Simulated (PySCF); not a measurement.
Level of theory: PBE-D3(BJ)/def2-TZVP // TPSS-D3(BJ)/def2-SVP (PySCF 2.14.0). Isolated molecules, 0 K electronic values unless said otherwise. One relaxed conformer stands for a flexible species; it need not be the lowest. 

Reference species: [Mo(F)6] (neutral, multiplicity 1).

| Property | Result |
|---|---|
| coordination number | 6 |
| HOMO | -10.68 eV |
| charge on the central atom (Mulliken) | 1.82 e |
| LUMO | -6.31 eV |

After one change: the coordination number hardly moves; the HOMO goes up by 1.77 eV; the charge on the central atom (Mulliken) decreases by 0.09 e; the LUMO increases by 1.27 eV.

Problem. What was changed between the two runs? The new species is one of these.
A) [Mo(F)2(OH)4]
B) [Mo(F)3(OH)3]
C) [Mo(F)4(OH)2]
D) [Mo(OH)6]

Solution. C, [Mo(F)4(OH)2]
